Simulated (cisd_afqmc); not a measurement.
Input (AFQMC/CISD/cc-pVTZ; cisd_afqmc is a phaseless AFQMC code with CISD trial states that reads the integrals written by Ansatz):

Ansatz 0.2 input:
```python
import cisd_afqmc

open("ham.yaml", "w").write("""\
crystal:
  periodic: [false, false, false]
  atoms:
    - {symbol: F, position_ang: [-0.06329209, 1.77587208, -0.59154044]}
    - {symbol: C, position_ang: [-0.03813637, 0.74676658, 0.27587639]}
    - {symbol: Br, position_ang: [1.62859348, -0.23886708, 0.06941770]}
    - {symbol: Br, position_ang: [-1.60359840, -0.37770720, -0.00156661]}
    - {symbol: H, position_ang: [-0.07638060, 1.11665142, 1.29381763]}
basis:
  gaussian:
    orbitals: cc-pVTZ
magnetization: {spin_polarized: false}
correlation: {method: ccsd, electrons: outside_noble_gas, hamiltonian_folder: ham}
""")
rep = cisd_afqmc.ansatz("ham.yaml")
e_ccsd = rep["correlation"]["coupled_cluster"]["energy"]["hartree"]
out = cisd_afqmc.run("ham", e_ccsd, trial="CISD", walkers=1000, populations=1, threads=12, dt=0.005, steps=40, early=24, settle=10, least=100,
    cut=5e-5, rank_cut=2e-4, target=0.0004, seconds=1500, seed=4, memory=62639, gpu=True)
```

Output:

```
orbitals 130, occupied [13], factors 778 of 1010, rank of the doubles 556 of 1521
E(HF) = -5282.842715
E(CCSD) on the cut factors = -5283.613545, shift to the whole factors -0.000016
Energy of the trial state on the determinant = -5283.613547
  tau behind 7.2 of longer steps, mean of the populations' last blocks
   2.0  -5283.64594
   4.0  -5283.64565
   6.0  -5283.64697
   8.0  -5283.64693
  10.0  -5283.64677
  12.0  -5283.64757
  14.0  -5283.64948
  16.0  -5283.64421
  18.0  -5283.64378
  20.0  -5283.64704
  22.0  -5283.64455
  24.0  -5283.64487
  26.0  -5283.64476
  28.0  -5283.64789
blocks 136 (0 outliers left out), error by blocks joined: 1: 0.00027, 2: 0.00032, 4: 0.00034, 8: 0.00039
E(AFQMC/CISD) = -5283.64624 +/- 0.00039
```
